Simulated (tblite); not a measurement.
Compound: C8H13OP.
Numbering: `[CH3:1][CH2:2][c:3]1[cH:4][c:5]([O:6][CH3:7])[pH:8][c:9]1[CH3:10]` (hydrogens: H11, H12, H13 on C1; H14, H15 on C2; H16 on C4; H17, H18, H19 on C7; H20 on P8; H21, H22, H23 on C10)

Computed geometry: GFN2-xTB, gas phase.

(1) Give the optimised bond lengths and angles.

Results:

(1) 
```csv
bond,length (Å),order
C1–C2,1.530,single
C2–C3,1.498,single
C3–C4,1.441,aromatic
C4–C5,1.352,aromatic
C5–O6,1.353,single
O6–C7,1.404,single
C5–P8,1.829,aromatic
P8–C9,1.815,aromatic
C9–C10,1.497,single
C3–C9,1.356,aromatic
"C1–H11, C1–H12, C1–H13",1.088,single
"C2–H14, C2–H15",1.092,single
C4–H16,1.077,single
"C7–H17, C7–H18",1.093,single
C7–H19,1.098,single
P8–H20,1.400,single
"C10–H21, C10–H22, C10–H23",1.090,single
```

Bonds in one row agree within 0.01 Å and their mean is given. Orders are formal, as drawn. A selection of angles:
```csv
angle,degrees
C1–C2–C3,110.8
C2–C3–C4,120.4
C2–C3–C9,125.3
C4–C3–C9,114.3
C3–C4–C5,114.4
C4–C5–O6,123.9
C4–C5–P8,110.7
O6–C5–P8,125.1
C5–O6–C7,115.7
C5–P8–C9,89.1
P8–C9–C10,121.6
C3–C9–P8,111.0
C3–C9–C10,127.1
```

Dihedral angles: C1–C2–C3–C4 -85° (synclinal); C4–C5–O6–C7 -173° (antiperiplanar). The mirror-image conformer, all signs reversed, is as good.

The 6 C–C bonds span 1.352 Å (C4–C5, drawn aromatic) to 1.530 Å (C1–C2, drawn single), a spread of 0.178 Å. The C–O distances run from 1.353 Å (C5–O6, drawn single) to 1.404 Å (O6–C7, drawn single), a spread of 0.051 Å. The 5-membered ring C3–C4–C5–P8–C9 has internal angles of 89.1° to 114.4°; it is slightly puckered (a soft mode that the optimisation may not have finished), 0.04 Å rms from its mean plane, widest ring torsion 7°. P8 (ring phosphorus) is pyramidal (angles 96.8°, 95.6° and 89.1°, sum 281.5°, 0.88 Å off the plane of its three neighbours). Of the pairs four or more bonds apart, P8···H19 is among the closest relative to their van der Waals radii: 2.74 Å, 91 % of the sum of Bondi's values.

Point group: C1 (no symmetry element, even within 0.4 Å). Its GFN2-xTB frequencies are all real (lowest 38 cm⁻¹). One conformer, not necessarily the lowest.

Time: 1.3 s of wall time. Hardware: an Arm Neoverse V1 with one thread, on a shared host. That covers the optimisation of the geometry.
